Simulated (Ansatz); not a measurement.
`C[CH2][In]([OH])[Cl]` + H₂ → `[OH][InH][Cl]` + `CC`  (hydrogenolysis of the In–C bond)

Isolated molecules relaxed with PBE0-D4/def2-TZVP in Ansatz; ΔE leaves out vibrations. CCSD(T)/CBS is the MP2 limit (def2-TZVPP, def2-QZVPP) plus CCSD(T) − MP2 in def2-TZVPP, frozen cores. This one scheme is used for every species. DFT in def2-TZVPP. B3LYP here is the variant with VWN-RPA as its local correlation; programs differ in this. def2 core potentials past Kr. For In outer-core shells are correlated without core-valence functions, which leaves a few kJ/mol of doubt a bond. One conformer a species, not always the lowest.

| level | ΔE (kcal/mol) | difference from CCSD(T)/CBS |
| --- | --- | --- |
| revPBE-D4 | -9.9 | -0.3 |
| B97M-V | -15.4 | -5.8 |
| r2SCAN0-D4 | -12.8 | -3.2 |
| ωB97X-V | -12.8 | -3.2 |
| ωB97M-V | -12.4 | -2.8 |
| B2PLYP | -12.3 | -2.7 |
| PBE | -12.1 | -2.5 |
| B3LYP | -14.2 | -4.6 |
| r2SCANh | -12.6 | -3.0 |
| BHLYP | -16.0 | -6.4 |
| MP2/def2-SVP | -12.1 | -2.5 |
| CCSD(T)/def2-SVP | -13.6 | -4.0 |
| MP2/def2-TZVPP | -8.2 | 1.4 |
| CCSD/def2-TZVPP | -12.3 | -2.7 |
| HF/def2-QZVPP | -19.5 | -9.9 |
| MP2/CBS(def2) | -7.1 | 2.5 |
| CCSD(T)/CBS | -9.6 | 0 |

Largest T1 diagnostic among the species: 0.015.

From BLYP to BHLYP (50 % exact exchange), in def2-TZVPP and without D4, ΔE moves by −3.0 kcal/mol. Leaving LDA and LC-ωPBE aside and taking each functional with its dispersion term where it has one, the values spread over 5.5 kcal/mol, from B97M-V to revPBE-D4. At CCSD(T), def2-SVP lies −4.0 kcal/mol from the extrapolated value and def2-TZVPP −1.1 kcal/mol.
